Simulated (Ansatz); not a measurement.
Geometry optimisation, RKS B3LYP-D4/def2-SVP in Ansatz 0.2.0.

Input file:

```yaml
crystal:
  periodic: [false, false, false]
  atoms:
    - { symbol: In, position_ang: [-0.002926, 0.224149, -0.058074] }
    - { symbol: Cl, position_ang: [0.001199, 0.357655, 2.357756] }
    - { symbol: Cl, position_ang: [2.024918, 0.32608, -1.199099] }
    - { symbol: Cl, position_ang: [-2.037638, 0.276592, -1.19156] }
    - { symbol: F, position_ang: [0.08805, -2.629423, 1.105287] }
    - { symbol: H, position_ang: [0.085898, -2.172153, 1.91439] }
basis:
  gaussian: { orbitals: def2-SVP }
hamiltonian:
  xc: b3lyp
  dispersion: d4
relax:
  f_tol: 0.03
  max_steps: 50
```

Command:

```bash
$ ansatz run input.yaml --threads 2 --pin off --max-ram 3072MiB --backend cpu --events-out ev --progress --plain --runs-dir out
```

Where does it end, and by what steps?

It converged. After 6 steps the energy has fallen by 0.287 eV; F5 moved furthest, 0.46 Å. Joined: In1–F5 (3.08 → 2.38 Å).

```
step  energy less start (eV)  largest force component (eV/Å)  accepted
   0                  0.0000                           0.754       yes
   1                 -0.1259                           0.603       yes
   2                 -0.2532                           0.524       yes
   3                 -0.2208                           0.784        no
   4                 -0.2849                           0.117       yes
   5                 -0.2862                           0.062       yes
   6                 -0.2870                           0.015       yes
```

```xyz
6
Properties=species:S:1:pos:R:3
In 0.013 -0.005 0.029
Cl 0.018 0.236 2.415
Cl 2.061 0.185 -1.078
Cl -2.053 0.100 -1.057
F 0.062 -2.234 0.865
H 0.059 -1.899 1.756
```

Whether the end is a true minimum wasn't checked by a vibrational analysis.

Time of the run: 26 s on 2 threads of Arm Neoverse V1 (shared host), peak memory 0.24 GiB.
